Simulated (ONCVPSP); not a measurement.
## u(r) = r·R(r): atom against pseudo-atom (Si (Z = 14))

Columns: radius, all-electron u(r) and pseudo u(r) of the 3s shell (level -11.56 eV) of silicon in the configuration [Ne] 3s1 3p3; PBE, scalar-relativistic, ONCV scheme, ONCVPSP 4.0.1.

| r (bohr) | all-electron | pseudo |
| --- | --- | --- |
| 0.100 | 0.1245 | 0.0121 |
| 0.200 | -0.1329 | 0.0275 |
| 0.300 | -0.3048 | 0.0492 |
| 0.400 | -0.3420 | 0.0795 |
| 0.500 | -0.2815 | 0.1196 |
| 0.600 | -0.1657 | 0.1696 |
| 0.700 | -0.0262 | 0.2287 |
| 0.800 | 0.1167 | 0.2947 |
| 0.900 | 0.2509 | 0.3650 |
| 1.000 | 0.3701 | 0.4365 |
| 1.100 | 0.4715 | 0.5056 |
| 1.200 | 0.5546 | 0.5695 |
| 1.300 | 0.6204 | 0.6256 |
| 1.400 | 0.6707 | 0.6718 |
| 1.500 | 0.7067 | 0.7067 |
| 1.600 | 0.7298 | 0.7298 |
| 1.700 | 0.7417 | 0.7417 |
| 1.800 | 0.7439 | 0.7439 |
| 1.900 | 0.7381 | 0.7381 |
| 2.000 | 0.7257 | 0.7256 |
| 2.100 | 0.7079 | 0.7079 |
| 2.200 | 0.6860 | 0.6860 |
| 2.300 | 0.6610 | 0.6610 |
| 2.400 | 0.6337 | 0.6337 |
| 2.500 | 0.6049 | 0.6048 |
| 2.600 | 0.5751 | 0.5751 |

Problem. How many radial nodes do the two functions have?

Solution. The all-electron 3s function has n − l − 1 = 2; the pseudo-wave has 0, since the states of the same l below it are removed with the core.

Problem. At about which radius was the pseudo-wave matched?

Solution. 1.60 bohr, where the columns begin to agree (steps of 0.10 bohr).

Problem. Is the pseudo-wave norm-conserving?

Solution. Yes: the ONCV scheme keeps the norm inside the radius equal to the all-electron one, which fixes the energy derivative of the logarithmic derivative at the level.
